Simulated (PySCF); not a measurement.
# RuO: frontier orbitals

PBE0 at R = 1.707 Å; basis Ru cc-pVDZ-PP with ECP28, O cc-pVDZ; scalar-relativistic core potentials; PySCF 2.14. State: ⁵Δ (quintet), unpaired electrons σ ↑, π ↑↑, δ ↑. Only the outer orbitals are listed, counted within each symmetry, core potentials removing the inner ones.

```tsv
spin	orbital	occ.	ε (eV)	on Ru (%)	main shells (%)
α	5σ	1	-11.33	43	52 O p, 40 Ru d
α	2π	1	-11.27	49	50 O p, 49 Ru d
α	2π	1	-11.27	49	50 O p, 49 Ru d
α	1δ	1	-8.86	100	100 Ru d
α	1δ	1	-7.99	100	100 Ru d
α	3π	1	-6.85	57	50 Ru d, 43 O p
α	3π	1	-6.85	57	50 Ru d, 43 O p
α	6σ	1	-6.46	86	60 Ru s, 24 Ru d, 14 O p
α	7σ	0	-2.37	82	33 Ru p, 24 Ru d, 24 Ru s
α	4π	0	-0.26	96	91 Ru p
α	4π	0	-0.26	96	91 Ru p
β	5σ	1	-10.18	33	61 O p, 29 Ru d
β	2π	1	-8.89	39	61 O p, 36 Ru d
β	2π	1	-8.89	39	61 O p, 36 Ru d
β	1δ	1	-6.61	100	100 Ru d
β	6σ	0	-2.83	96	74 Ru s, 20 Ru d
β	1δ	0	-2.32	100	100 Ru d
β	3π	0	-1.94	74	58 Ru d, 26 O p, 16 Ru p
```

Question: Which are the highest filled and the lowest empty level, where do they sit, and how wide is the gap?

Answer: Highest filled α 6σ at -6.46 eV (in %: 60 Ru s, 24 Ru d, 14 O p); lowest empty β 6σ at -2.83 eV (in %: 74 Ru s, 20 Ru d); the gap at PBE0 is 3.63 eV.

```json
{
 "bond order (Mayer)": "2.25",
 "⟨S²⟩": "6.010",
 "charge on Ru (Mulliken, basis-dependent)": "0.29",
 "charge on Ru (Löwdin, basis-dependent)": "0.26",
 "dipole moment (positive dipole means Ru(−)O(+))": "-3.82 D",
 "polarisability along the bond": "50.2 bohr³",
 "polarisability across the bond": "40.1 bohr³"
}
```

Spin–orbit coupling is left out. With d or f electrons several states lie close, and the lowest PBE0 determinant need not be the measured ground state.
